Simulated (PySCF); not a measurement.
C3H3F4, SMILES C(C(F)(F)F)[CH]F (connectivity only; charge and spin as stated), charge +1, multiplicity 1. Atoms are numbered in the order given.

```xyz
10

F      2.6041    -0.7768    -0.1320
C      1.6096    -0.0424     0.0138
C      0.3829    -0.5622     0.5399
C     -0.8722     0.1751     0.0062
F     -1.0397    -0.1307    -1.2661
F     -1.9182    -0.1857     0.7023
F     -0.6758     1.4833     0.1168
H      1.7674     1.0189    -0.2568
H      0.3169    -1.6609     0.4803
H      0.4605    -0.2931     1.6276
```
Charge +1, spin multiplicity 1.

The structure is a stationary point at PBE0-D3(BJ)/def2-SVP. The multiplicity is an assumed one; no other spin state was optimised. The isomer is the one that the SMILES or the coordinates give; other isomers of the formula were not compared. The values are those of a single conformer.

Computed with PySCF with HF/def2-TZVP.

| Property | Value |
|---|---|
| total energy | -512.99587 hartree |
| highest occupied level | -21.03 eV |
| lowest empty level | -5.95 eV |
| orbital gap | 15.08 eV |
| dipole moment about the centre of nuclear charge | 6.52 D |
| mean static polarisability | 31.6 bohr³ (4.68 Å³) |
| polarisability, principal values | 27.7, 30.6, 36.5 bohr³ |
